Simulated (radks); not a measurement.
All-electron atom: Pd2+ in [Kr] 4d7 4f1 (not the ground configuration). Calculated with a radial shooting solver on a logarithmic mesh with Libxc functionals: scalar-relativistic Kohn-Sham, PBEsol, spin-polarised, spherical densities, point nucleus; open shells are filled with parallel spins first (spin-orbit coupling, left out, can overturn this in heavy ions).

Unscreened Slater integrals over Kohn-Sham orbitals (eV). They are taken over the spin-up orbitals.

integral,value
"F0(4f,4f)",4.6422
"F2(4f,4f)",2.4202
"F4(4f,4f)",1.5807
"F6(4f,4f)",1.1589
"F0(4f,4d)",6.0538
"F2(4f,4d)",0.96709
"F4(4f,4d)",0.38532
"G1(4f,4d)",0.57126
"G3(4f,4d)",0.32412
"G5(4f,4d)",0.22066
"F0(4f,4p)",6.0910
"F2(4f,4p)",0.67990
"G2(4f,4p)",0.21654
"G4(4f,4p)",0.14049
"F0(4f,4s)",6.0995
"G3(4f,4s)",0.13463
"F0(4d,4d)",18.879
"F2(4d,4d)",9.4973
"F4(4d,4d)",6.2353
"F0(4d,4p)",20.957
"F2(4d,4p)",10.417
"G1(4d,4p)",13.123
"G3(4d,4p)",8.0410
"F0(4d,4s)",21.618
"G2(4d,4s)",9.6740
"F0(4p,4p)",23.895
"F2(4p,4p)",12.551
"F0(4p,4s)",24.896
"G1(4p,4s)",16.909
"F0(4s,4s)",26.051

Derived for the open shells (J is the average intra-shell exchange parameter used in DFT+U). 4d: Racah B = F2/49 - 5 F4/441 = 0.1231 eV, C = 35 F4/441 = 0.4949 eV, C/B = 4.02, F4/F2 = 0.657, J = (F2 + F4)/14 = 1.124 eV. 4f: F4/F2 = 0.653, F6/F2 = 0.479, J = (286 F2 + 195 F4 + 250 F6)/6435 = 0.2005 eV.
